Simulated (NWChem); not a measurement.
A series in which one site is exchanged, each optimised at PBE0/def2-SVP with NWChem, gas phase unless a solvent is named. Some are not confirmed as minima by frequencies. def2 effective core potentials on Sn; no spin-orbit coupling.

A: [F][SnH]([F])[F] (SnHF3; site = H)
B: [F][Sn]([F])([F])[Br] (SnBrF$_{3}$; site = Br)
C: [F][Sn]([F])([F])[Cl] (SnClF₃; site = Cl)
D: [F][Sn]([F])([F])[F] (SnF₄; site = F)

Values for A:

dipole (D), PBE0/def2-SVP: 3.37
orbital gap (eV), PBE0/def2-SVP: 8.67
static polarisability, PBE/def2-SVPD (bohr³): 37.9
lowest singlet excitation, PBE/def2-SVPD, TDA (eV): 6.16

### Question
How do these values change for the other members?

### Answer
```tsv
change from A	B	C	D
dipole (D), PBE0/def2-SVP	-1.26	-1.97	-3.37
orbital gap (eV), PBE0/def2-SVP	-2.42	-1.79	-0.37
static polarisability, PBE/def2-SVPD (bohr³)	+21.8	+13.7	-0.9
lowest singlet excitation, PBE/def2-SVPD, TDA (eV)	-2.11	-1.62	-0.75
```
